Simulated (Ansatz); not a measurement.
The same atomization along the group O, S, Se, Te.

Gas-phase electronic energies from Ansatz, PBE0-D4/def2-TZVP geometries. CCSD(T)/CBS is the MP2 limit (def2-TZVPP, def2-QZVPP) plus CCSD(T) − MP2 in def2-TZVPP, frozen cores. This one scheme is used for every species, atoms too. No spin–orbit coupling; open shells (•) take unrestricted orbitals. Spin–orbit coupling would lower the free atoms: a little for C, O, S; clearly for Se; strongly for Te. def2 core potentials past Kr. Bonds to Se, Te are less sure, by a few kJ/mol each and by 10 to 20 or more in all where they break to atoms, as the def2 sets lack core-valence functions. Scalar relativity is left out up to krypton. Each species was taken in one conformer, which may not be the lowest.

Problem. Order these by ΔE at CCSD(T)/CBS, lowest first. (An estimate is asked.)
A. `CC[Se]C` → 3 C• + 8 H• + Se•
B. `CC[Te]C` → 3 C• + 8 H• + Te•
C. `CCOC` → 3 C• + 8 H• + O•
D. `CCSC` → 3 C• + 8 H• + S•

Solution. B (+4324.9 kJ/mol), A (+4385.5 kJ/mol), D (+4449.6 kJ/mol), C (+4585.4 kJ/mol).

Largest T1 diagnostic: 0.010, for S•.

For atomizations the MP2-based limit and the directly extrapolated one differ by several kJ/mol either way, and by 10 to 25 for some Ge, Se and Sn compounds, so smaller differences from it don't rank the levels.
